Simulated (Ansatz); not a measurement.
One change: `BNC(=N)F` becomes `N=[C](F)[AlH2]`.

Ansatz, PBE0-D4/def2-TZVP geometries, multiplicity 1. Each molecule was computed in one conformer, which needn't be the lowest.

```csv
property,`BNC(=N)F`
HOMO–LUMO gap (PBE0/def2-TZVPP) / eV,7.21
HOMO energy (B3LYP/def2-TZVPP) / eV,-8.08
HOMO–LUMO gap (PBE/def2-TZVPP) / eV,4.97
LUMO energy (PBE/def2-TZVPP) / eV,-2.08
LUMO energy (PBE0/def2-TZVPP) / eV,-1.10
zero-point energy (PBE0-D4/def2-TZVP) / kJ/mol,166.1
```

Problem. Give the same properties after the change, and the shifts. (Estimate.)

Solution. Computed: 
```json
{"property": "HOMO–LUMO gap (PBE0/def2-TZVPP) / eV", "`N=[C](F)[AlH2]`": "5.45", "shift": "-1.76"}
{"property": "HOMO energy (B3LYP/def2-TZVPP) / eV", "`N=[C](F)[AlH2]`": "-7.66", "shift": "0.42"}
{"property": "HOMO–LUMO gap (PBE/def2-TZVPP) / eV", "`N=[C](F)[AlH2]`": "3.22", "shift": "-1.75"}
{"property": "LUMO energy (PBE/def2-TZVPP) / eV", "`N=[C](F)[AlH2]`": "-3.21", "shift": "-1.13"}
{"property": "LUMO energy (PBE0/def2-TZVPP) / eV", "`N=[C](F)[AlH2]`": "-2.42", "shift": "-1.32"}
{"property": "zero-point energy (PBE0-D4/def2-TZVP) / kJ/mol", "`N=[C](F)[AlH2]`": "95.4", "shift": "-70.7"}
```

With PBE0 the HOMO rises by 0.44 eV and the LUMO falls by 1.32 eV, so the gap narrows by about 1.76 eV. PBE moves the HOMO by 0.61 eV and ωB97M-V by 0.40 eV. The zero-point energy changes by -70.7 kJ/mol with -6 modes.

B3LYP here is the variant with VWN-RPA as its local correlation; programs differ in this.
